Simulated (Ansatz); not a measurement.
`C#CO[CH2][AlH][CH3]`. Charge 0, multiplicity 1. The structure was optimised at the PBE0-D4/def2-TZVP level. It is one conformer, not always the lowest.

```xyz
13

C     0.475   -1.976   -0.142
C    -0.163   -1.523   -1.072
O    -0.777   -0.856   -1.962
C    -0.466    0.586   -1.615
Al    0.654    0.396    0.094
C    -0.245    0.762    1.792
H     0.987   -2.580    0.569
H     0.031    0.984   -2.500
H    -1.444    1.060   -1.517
H     2.225    0.601   -0.073
H    -1.273    0.389    1.806
H     0.282    0.317    2.641
H    -0.287    1.841    1.980
```

Problem. What is the dipole moment at PBE/def2-TZVPP? (Estimate.)

Solution. The calculation gave: 0.81 D, with components (-0.68, -0.38, -0.21) D in this frame, pointing from negative to positive charge.

Problem. And with r2SCAN, B3LYP, ωB97M-V? (Estimate.)

Solution. Computed: r2SCAN 0.82 D, B3LYP 0.70 D, ωB97M-V 0.73 D.

Problem. Give the Mulliken charges with PBE, r2SCAN, B3LYP in def2-TZVPP. (Best estimate.)

Solution. Ansatz gave: 
```tsv
atom	PBE	r2SCAN	B3LYP
C1	-0.27	-0.34	-0.29
C2	0.16	0.28	0.18
O3	-0.15	-0.24	-0.23
C4	-0.23	-0.18	-0.24
Al5	0.39	0.50	0.49
C6	-0.45	-0.39	-0.45
H7	0.22	0.23	0.25
H8	0.11	0.08	0.11
H9	0.11	0.08	0.11
H10	-0.15	-0.18	-0.17
H11	0.09	0.06	0.08
H12	0.08	0.06	0.08
H13	0.09	0.06	0.08
```

B3LYP here is the variant with VWN-RPA as its local correlation; programs differ in this.
